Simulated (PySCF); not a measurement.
# Vertical excitation energies

Species: C₅H₁₃GaSi.
Geometry (PBE0-D3(BJ)/def2-SVP, Å), atoms numbered from 1 in this order:
```
atom  x, y, z in Å
Si1    3.2256    0.4628   -0.9654
C2     2.2728   -0.5509    0.2883
Ga3    0.3196   -0.2871    0.1960
C4    -0.8532    0.4932   -1.2041
C5    -2.2450    0.0701   -0.7135
C6    -2.3231    0.0864    0.8233
C7    -1.1647   -0.7040    1.4490
H8     4.7071    0.2519   -0.8819
H9     2.7890    0.1110   -2.3535
H10    2.9658    1.9239   -0.7610
H11    2.6199   -0.3389    1.3136
H12    2.4639   -1.6256    0.1134
H13   -0.6470    0.1947   -2.2431
H14   -0.7442    1.5938   -1.1702
H15   -3.0448    0.7026   -1.1363
H16   -2.4573   -0.9580   -1.0619
H17   -2.2717    1.1372    1.1635
H18   -3.3069   -0.2897    1.1538
H19   -0.9969   -0.4648    2.5098
H20   -1.3630   -1.7913    1.4011
```

The calculation used TDDFT PBE0/def2-SVPD, vertical, gas phase, core orbitals frozen in the response in PySCF 2.14.0, density-fitted response routines. Relativistic effects, spin–orbit coupling among them, are left out although an element past zinc is present.

| state | E (eV) | λ (nm) | f | main configurations (H = HOMO, L = LUMO) |
| --- | --- | --- | --- | --- |
| S1 | 4.50 | 275.8 | 0.0003 | H→L (99%) |
| S2 | 5.28 | 234.6 | 0.0014 | H-1→L (99%) |
| S3 | 5.58 | 222.2 | 0.020 | H→L+1 (98%) |
| S4 | 6.31 | 196.5 | 0.089 | H-1→L+1 (98%) |
| S5 | 6.58 | 188.3 | 0.0021 | H→L+2 (97%) |
| S6 | 6.72 | 184.5 | 0.068 | H→L+3 (87%) |
| S7 | 6.89 | 179.9 | 0.0042 | H-2→L (98%) |
| S8 | 7.16 | 173.2 | 0.0027 | H→L+4 (72%), H→L+5 (15%) |
| S9 | 7.26 | 170.9 | 0.0031 | H-4→L (78%), H-5→L (18%) |
| S10 | 7.30 | 169.9 | 0.010 | H-3→L (69%), H-1→L+2 (13%) |

Triplets (Tamm–Dancoff): T1 4.19 eV, H→L (98%); T2 5.00 eV, H-1→L (98%); T3 5.31 eV, H→L+1 (93%); T4 5.96 eV, H-1→L+1 (86%).

The lowest singlet lies at 4.50 eV (276 nm, ultraviolet) and is dark (f under 0.0005); its leading configuration is HOMO→LUMO (99%). The most intense listed level is S4 at 6.31 eV (197 nm, f = 0.089), 1.81 eV above S1. Löwdin shares by element: HOMO carbon 55% or more, gallium 19% (atoms not listed hold the other 25%); LUMO gallium 48%, carbon 32% or more (atoms not listed hold the other 20%). Orbital energies (eV): HOMO-3 -9.17, HOMO-2 -8.83, HOMO-1 -7.50, HOMO -6.75, LUMO -0.79, LUMO+1 -0.20, LUMO+2 0.83. The oscillator strengths of these states sum to 0.201; summed over the whole spectrum of an exact calculation they would give the number of electrons, 88 (Thomas–Reiche–Kuhn). Of the 10 states listed, 4 reach f = 0.01 and 1 stays under 0.0005. The vertical ionisation energy (ΔSCF) is 8.52 eV, 1.22 eV above S10. Only the lowest 10 singlets were computed, as vertical energies without vibronic structure.

Hardware: Arm Neoverse N1, one thread, shared host with 64 logical CPUs at a one-minute load of 56. Cost: 8.1 min wall, 1.1 GiB resident at most.

One conformer stands for the species.
